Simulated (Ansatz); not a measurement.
Co3S3. The state is a doublet with charge 0. Geometry PBE-D4/def2-SVP.

```xyz
6

Co   -0.3244   -0.3391   -1.1768
Co    1.0661   -0.4992    0.4679
Co   -0.4810    1.2391    0.5273
S     0.6272    0.6048    2.2542
S    -2.0450    0.9130   -0.9073
S     1.1571   -1.9185   -1.1653
```

The 6-31G sets use Cartesian d functions. B3LYP takes the VWN-RPA correlation. At HF/6-31G, PBE-D4/def2-TZVPD, B3LYP-D4/6-31G, PBE0-D4/def2-TZVP and others the charge 0 doublet is spin-contaminated (final ⟨S²⟩ up to 5.11, 0.75 for a pure state). At PBE0-D4/def2-TZVP a quartet of charge 0 lies 0.77 eV below the doublet, each at its own geometry. Another isomer (doublet) lies 0.30 eV lower at PBE0-D4/def2-TZVP.

(1) Estimate the α-spin orbital energies around the gap (eV) in Ansatz with HF/6-31G, PBE-D4/def2-TZVPD, B3LYP-D4/6-31G, PBE0-D4/def2-TZVP, PBE0-D4/def2-TZVPD.

## Answers

(1) 
| orbital | HF/6-31G | PBE-D4/def2-TZVPD | B3LYP-D4/6-31G | PBE0-D4/def2-TZVP | PBE0-D4/def2-TZVPD |
| --- | --- | --- | --- | --- | --- |
| HOMO−5 | -11.20 | -6.90 | -8.49 | -8.71 | -8.77 |
| HOMO−4 | -10.71 | -6.58 | -8.41 | -8.47 | -8.53 |
| HOMO−3 | -10.03 | -6.46 | -8.10 | -8.02 | -8.08 |
| HOMO−2 | -9.83 | -6.17 | -7.78 | -7.90 | -7.96 |
| HOMO−1 | -9.70 | -5.98 | -7.67 | -7.57 | -7.63 |
| HOMO | -9.33 | -5.83 | -7.32 | -7.00 | -7.05 |
| LUMO | -2.54 | -5.40 | -4.74 | -4.70 | -4.75 |
| LUMO+1 | 0.39 | -5.23 | -4.08 | -4.53 | -4.59 |
| LUMO+2 | 0.95 | -4.98 | -3.80 | -4.07 | -4.13 |
| LUMO+3 | 1.45 | -4.92 | -3.39 | -3.38 | -3.43 |
| LUMO+4 | 2.03 | -1.90 | -1.79 | -0.87 | -1.20 |
| LUMO+5 | 2.27 | -1.63 | -1.33 | -0.79 | -1.03 |
| β HOMO | -9.48 | -5.86 | -7.27 | -7.34 | -7.40 |
| β LUMO | 0.34 | -5.53 | -4.60 | -3.55 | -3.61 |
